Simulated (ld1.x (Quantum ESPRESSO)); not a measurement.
## Logarithmic derivatives: Ce, TM

* Element: Ce
* Generator: ld1.x (Quantum ESPRESSO) 7.5
* Type: norm-conserving Troullier–Martins (Kleinman–Bylander form)
* Functional: PBE
* Relativity: scalar-relativistic
* Frozen core: [Kr] 4d10 5s2
* Valence charge: 10
* Reference configuration: 4f1 5p6 5d1 6s1 6p0 (charge +1)
* Partial waves: 6s (bound): rc 3.85 bohr; 5p (bound): rc 2.50 bohr; 5d (bound): rc 2.85 bohr; 4f (bound): rc 1.15 bohr
* Local potential: all-electron potential smoothed inside 0.95 bohr (lloc = -1)
* Core correction: none

The phase is arctan(r·u′/u) with u = r·R(r), unwrapped; energies in Ry, scanned from -4 to 5 Ry. A pole is an energy at which the radial function vanishes at the test radius. The pseudo phase is shifted by a multiple of π to meet the all-electron one at the reference energy, and phase errors are pseudo minus all-electron; the curves can meet again beyond the range given. Levels narrower than the energy grid can be missing from the lists of poles. Where the grid stepped over a known ghost or core level, its pole and its step of π were put in at the level’s energy. n/a: not evaluated, since a narrow level or a reset projector energy made the automatic matching unsafe.

Q: For each channel, where are the poles, and over which energies does the pseudopotential scatter like the atom?

A:

```json
{"channel": "s", "radius (bohr)": "4.19", "reference energy (Ry)": "-0.62", "poles, all-electron": "-3.42, 0.09, 3.68", "poles, pseudo": "0.01, 1.17, 4.93", "unbroken range about the reference energy with phases within 0.05 rad": "-3.4 to 0.2", "phase error 1 Ry above the reference energy (rad)": "-0.110"}
{"channel": "p", "radius (bohr)": "4.19", "reference energy (Ry)": "-2.14", "poles, all-electron": "-2.12, 0.75, 4.54", "poles, pseudo": "-2.12, 0.70, 4.10", "unbroken range about the reference energy with phases within 0.05 rad": "below -0.4", "phase error 1 Ry above the reference energy (rad)": "-0.001"}
{"channel": "d", "radius (bohr)": "4.19", "reference energy (Ry)": "-0.63", "poles, all-electron": "-0.46, 2.02", "poles, pseudo": "-0.47, -0.31, 2.11", "unbroken range about the reference energy with phases within 0.05 rad": "below -0.4", "phase error 1 Ry above the reference energy (rad)": "-3.071"}
{"channel": "f", "radius (bohr)": "4.19", "reference energy (Ry)": "-0.83", "poles, all-electron": "1.18, 3.97", "poles, pseudo": "1.19, 4.00", "unbroken range about the reference energy with phases within 0.05 rad": "n/a", "phase error 1 Ry above the reference energy (rad)": "n/a"}
```

Note: ghost states, extra bound levels that the all-electron valence spectrum of the same l lacks: s at -541.2 eV, p at -155.2 eV, s at -131.0 eV, d at -4.4 eV. A true bound ghost makes a file unfit for plane-wave use.

Phases in the f channel:

| E (Ry) | all-electron | pseudo |
| --- | --- | --- |
| -4.00 | 1.450 | 1.450 |
| -3.52 | 1.442 | 1.442 |
| -3.04 | 1.432 | 1.432 |
| -2.56 | 1.419 | 1.419 |
| -2.08 | 1.402 | 1.402 |
| -1.60 | 1.377 | 1.377 |
| -1.12 | 1.335 | 1.335 |
| -0.64 | -1.849 | -1.849 |
| -0.16 | -2.045 | -2.045 |
| 0.32 | -3.383 | -3.379 |
| 0.80 | -4.544 | -4.543 |
| 1.28 | -4.741 | -4.740 |
| 1.76 | -4.889 | -4.885 |
| 2.24 | -5.409 | -5.374 |
| 2.72 | -7.487 | -7.468 |
| 3.20 | -7.739 | -7.734 |
| 3.68 | -7.821 | -7.818 |
| 4.16 | -7.874 | -7.870 |
| 4.64 | -7.926 | -7.921 |
